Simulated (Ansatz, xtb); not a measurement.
Isomers of C5H11B in order of energy

5 gas-phase structures of C5H11B, from a drawn sample of its isomers (lower ones may exist). Each was relaxed with GFN2-xTB; where two conformers were screened, the lower at r2SCAN-D4/def2-SVP is listed:

A. `BC1(C)CCC1`, a singlet
B. `B[C@H]1C[C@H](C)C1`, a singlet
C. `B[C@H]1C[C@@H](C)C1`, a singlet
D. `B[C@@H]1CC[C@H]1C`, a singlet
E. `B[C@@H]1CC[C@@H]1C`, a singlet

Task: Which do you expect lowest at r2SCAN-D4/def2-SVP, and how would the others follow?

Result: Calculated order at r2SCAN-D4/def2-SVP: D (0.0), A (0.9), C (1.0), E (1.1), B (1.2) kcal/mol. Less than 1 kcal/mol parts D and A; A and C; C and E; E and B, so the order within those pairs means little.

Energies above the lowest of each column, in kcal/mol; the last columns are at PBE0-D3(BJ)/def2-SVP geometries:

```json
{"structure": "D", "GFN2-xTB": "0.0", "HF/STO-3G": "0.0", "r2SCAN-D4/def2-SVP": "0.0", "PBE0-D3(BJ)/def2-SVP": "1.1", "CCSD(T)/def2-SVP + ΔMP2/def2-TZVPP": "0.2"}
{"structure": "A", "GFN2-xTB": "1.5", "HF/STO-3G": "2.1", "r2SCAN-D4/def2-SVP": "0.9", "PBE0-D3(BJ)/def2-SVP": "0.0", "CCSD(T)/def2-SVP + ΔMP2/def2-TZVPP": "0.0"}
{"structure": "C", "GFN2-xTB": "0.3", "HF/STO-3G": "0.6", "r2SCAN-D4/def2-SVP": "1.0", "PBE0-D3(BJ)/def2-SVP": "1.7", "CCSD(T)/def2-SVP + ΔMP2/def2-TZVPP": "0.6"}
{"structure": "E", "GFN2-xTB": "0.7", "HF/STO-3G": "1.1", "r2SCAN-D4/def2-SVP": "1.1", "PBE0-D3(BJ)/def2-SVP": "2.2", "CCSD(T)/def2-SVP + ΔMP2/def2-TZVPP": "1.3"}
{"structure": "B", "GFN2-xTB": "0.5", "HF/STO-3G": "0.5", "r2SCAN-D4/def2-SVP": "1.2", "PBE0-D3(BJ)/def2-SVP": "1.6", "CCSD(T)/def2-SVP + ΔMP2/def2-TZVPP": "0.9"}
```

CCSD(T)/def2-SVP + ΔMP2/def2-TZVPP has A and B and C and D within 1 kcal/mol of each other at the bottom, and every level picks one of them. CCSD(T)/def2-SVP + ΔMP2/def2-TZVPP orders those it was run on as A (0.0), D (0.2), C (0.6), B (0.9), E (1.3) kcal/mol. Less than 1 kcal/mol parts A and D; D and C; C and B; B and E, so the order within those pairs means little. Flexible structures stand in one conformer each, not always the lowest. ΔMP2 is the change of the MP2 energy from the smaller to the larger basis.

Over these structures GFN2-xTB departs from r2SCAN-D4/def2-SVP by 0.4 kcal/mol on average once a common shift is removed. A GFN2-xTB relaxation took about 0.13 s and the r2SCAN-D4/def2-SVP energy about 1.7 s on a shared host (Ansatz 0.2.0, xtb 6.7.1).
